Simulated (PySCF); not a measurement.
## Potential energy of SiSe along the bond

Set-up: Si x2c-TZVPPall, Se x2c-TZVPPall; spin-free X2C with a Gaussian nucleus (PySCF 2.14). Energies in eV from Si + Se in their ground configurations at the same level. State: ¹Σ⁺ (singlet), closed shell.

All columns are r²SCAN. A positive dipole means Si(−)Se(+).

```csv
R (Å),E (eV),μ (D),Mulliken charge on Si (basis-dependent),HOMO (eV),LUMO (eV),Mayer bond order,⟨S²⟩
1.774,-3.957,-0.26,0.05,-6.57,-2.33,2.58,0.00
1.857,-4.880,-0.54,0.10,-6.71,-2.55,2.55,0.00
1.939,-5.392,-0.82,0.14,-6.82,-2.77,2.52,0.00
2.001,-5.577,-1.04,0.17,-6.88,-2.93,2.50,0.00
2.063,-5.633,-1.26,0.20,-6.94,-3.08,2.48,0.00
2.125,-5.589,-1.48,0.22,-6.94,-3.23,2.46,0.00
2.207,-5.416,-1.76,0.25,-6.76,-3.42,2.44,0.00
2.311,-5.073,-2.11,0.27,-6.56,-3.64,2.43,0.00
2.434,-4.553,-2.50,0.29,-6.35,-3.87,2.41,0.00
2.599,-3.780,-2.97,0.30,-6.13,-4.15,2.40,0.00
```

A fit through these points gives, at Re = 2.064 Å, μ = -1.26 D and dμ/dR = -3.54 D/Å; the reduced mass is 20.72 u.

**Question.** How strong is the fundamental in the double-harmonic approximation, I = 42.26·(dμ/dR)²/μred km/mol?

**Answer.** I = 42.26·(-3.54)²/20.72 = 25.6 km/mol at r²SCAN.
